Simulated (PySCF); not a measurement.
SMILES C#C[SiH2]OC (C3H6OSi), GFN2-xTB optimised geometry.

```
11

C      1.41     1.48     0.00
C      0.21     1.48     0.00
Si    -1.65     1.42     0.00
O     -2.20    -0.09     0.26
C     -1.95    -1.26    -0.45
H      2.46     1.49     0.00
H     -2.23     2.08     1.15
H     -2.07     1.93    -1.31
H     -0.88    -1.47    -0.48
H     -2.46    -2.08     0.07
H     -2.32    -1.19    -1.47
```

Density from CAM-B3LYP/def2-TZVP in PySCF at that geometry.

Minimum of the electron density along straight lines between bonded atoms, close to the bond critical point (lines longer than 1.1 times the sum of covalent radii, or with two minima, are not listed):

```json
[
 {"bond": "C1–C2", "length / Å": "1.202", "ρ at the minimum / e bohr⁻³": "0.428", "∇²ρ there / e bohr⁻⁵": "-1.33", "position (fraction from the first atom)": "0.53"},
 {"bond": "C2–Si3", "length / Å": "1.858", "ρ at the minimum / e bohr⁻³": "0.115", "∇²ρ there / e bohr⁻⁵": "0.27", "position (fraction from the first atom)": "0.61"},
 {"bond": "Si3–O4", "length / Å": "1.624", "ρ at the minimum / e bohr⁻³": "0.144", "∇²ρ there / e bohr⁻⁵": "0.90", "position (fraction from the first atom)": "0.41"},
 {"bond": "O4–C5", "length / Å": "1.392", "ρ at the minimum / e bohr⁻³": "0.265", "∇²ρ there / e bohr⁻⁵": "(withheld)", "position (fraction from the first atom)": "0.65"},
 {"bond": "C1–H6", "length / Å": "1.053", "ρ at the minimum / e bohr⁻³": "0.300", "∇²ρ there / e bohr⁻⁵": "(withheld)", "position (fraction from the first atom)": "0.66"},
 {"bond": "Si3–H7", "length / Å": "1.454", "ρ at the minimum / e bohr⁻³": "0.131", "∇²ρ there / e bohr⁻⁵": "(withheld)", "position (fraction from the first atom)": "0.49"},
 {"bond": "Si3–H8", "length / Å": "1.469", "ρ at the minimum / e bohr⁻³": "0.128", "∇²ρ there / e bohr⁻⁵": "0.14", "position (fraction from the first atom)": "0.49"},
 {"bond": "C5–H9", "length / Å": "1.093", "ρ at the minimum / e bohr⁻³": "0.285", "∇²ρ there / e bohr⁻⁵": "-1.01", "position (fraction from the first atom)": "0.65"},
 {"bond": "C5–H10", "length / Å": "1.091", "ρ at the minimum / e bohr⁻³": "0.287", "∇²ρ there / e bohr⁻⁵": "-1.03", "position (fraction from the first atom)": "0.65"},
 {"bond": "C5–H11", "length / Å": "1.093", "ρ at the minimum / e bohr⁻³": "0.284", "∇²ρ there / e bohr⁻⁵": "-1.01", "position (fraction from the first atom)": "0.65"}
]
```

Task: Some entries are withheld; supply them.

Result: 
- O4–C5, ∇²ρ there / e bohr⁻⁵: -0.50
- C1–H6, ∇²ρ there / e bohr⁻⁵: -1.16
- Si3–H7, ∇²ρ there / e bohr⁻⁵: 0.16
